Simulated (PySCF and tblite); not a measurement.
The numbers below are computed, except where a source is named.
C4H4BrN, numbered as in [N:1]#[C:2][C@@H:3]1[CH2:4][C@@H:5]1[Br:6].

Classical Langevin dynamics with GFN2-xTB (tblite), gas phase: time step 1.5 fs, H mass 4 u, friction 0.005 fs⁻¹, 400 steps to settle and 8000 to sample, one trajectory a temperature from the lowest conformer.

GIAO shieldings at KT2/pcSseg-1 (PySCF) on 6 frames a temperature; like atoms are averaged, and of two unlike H on one atom a is the less shielded at the minimum.

Q: How far do thermal motions move the shieldings from their values at the minimum?

A: 
```json
{"signal": "N1", "σ at minimum (ppm)": "-14.4", "Δσ, 220 K": "-1.9 ± 1.6", "Δσ, 350 K": "1.0 ± 3.8", "Δσ, 500 K": "-14.6 ± 4.8"}
{"signal": "C2", "σ at minimum (ppm)": "75.1", "Δσ, 220 K": "-0.4 ± 1.2", "Δσ, 350 K": "-0.1 ± 1.4", "Δσ, 500 K": "-4.0 ± 1.4"}
{"signal": "C3", "σ at minimum (ppm)": "176.3", "Δσ, 220 K": "-3.8 ± 1.8", "Δσ, 350 K": "1.5 ± 1.1", "Δσ, 500 K": "-2.4 ± 2.7"}
{"signal": "C4", "σ at minimum (ppm)": "164.4", "Δσ, 220 K": "0.8 ± 1.8", "Δσ, 350 K": "-3.3 ± 1.3", "Δσ, 500 K": "-0.4 ± 1.6"}
{"signal": "C5", "σ at minimum (ppm)": "147.4", "Δσ, 220 K": "-0.9 ± 1.6", "Δσ, 350 K": "-3.4 ± 2.5", "Δσ, 500 K": "0.4 ± 2.8"}
{"signal": "Br6", "σ at minimum (ppm)": "2125.5", "Δσ, 220 K": "-17.5 ± 45.2", "Δσ, 350 K": "3.5 ± 27.4", "Δσ, 500 K": "-53.8 ± 56.1"}
{"signal": "H3", "σ at minimum (ppm)": "29.94", "Δσ, 220 K": "-0.48 ± 0.23", "Δσ, 350 K": "0.10 ± 0.30", "Δσ, 500 K": "-0.25 ± 0.41"}
{"signal": "H4a", "σ at minimum (ppm)": "30.21", "Δσ, 220 K": "0.38 ± 0.19", "Δσ, 350 K": "-0.08 ± 0.23", "Δσ, 500 K": "0.20 ± 0.30"}
{"signal": "H4b", "σ at minimum (ppm)": "30.59", "Δσ, 220 K": "-0.50 ± 0.33", "Δσ, 350 K": "-0.53 ± 0.35", "Δσ, 500 K": "-0.34 ± 0.10"}
{"signal": "H5", "σ at minimum (ppm)": "28.38", "Δσ, 220 K": "-0.35 ± 0.28", "Δσ, 350 K": "-0.51 ± 0.55", "Δσ, 500 K": "-0.26 ± 0.46"}
```

Errors are standard errors over frames. Zero-point motion is missing, and a reference compound would move too.

Q: What do the single frames at 500 K give for C3?

A: 
```tsv
t (fs)	V above the minimum, tight binding (kcal/mol)	E above it, DFT (kcal/mol)	torsions (°)	σ (ppm)
1599	9.0	7.8	none	178.3
3600	11.7	9.2	none	161.9
5600	8.1	8.5	none	175.9
7600	19.3	16.3	none	174.9
9600	9.9	10.3	none	171.8
11601	8.8	9.3	none	180.1
```

Q: How does the lowest singlet excitation (CAM-B3LYP/def2-SVPD) spread?

A: 5.94 eV at the minimum; 5.86 eV with a spread of 0.23 eV at 220 K; 5.97 eV with a spread of 0.23 eV at 350 K; 5.82 eV with a spread of 0.26 eV at 500 K.

Spin–orbit effects of the heavy atoms on shieldings are missing. Changes within two standard errors are not significant.

The study took 21 min on 1 thread of Arm Neoverse N1, on a host shared with other jobs (rough), peak memory 0.87 GiB, launched as `OMP_NUM_THREADS=1 python ens_run.py task.json out`.
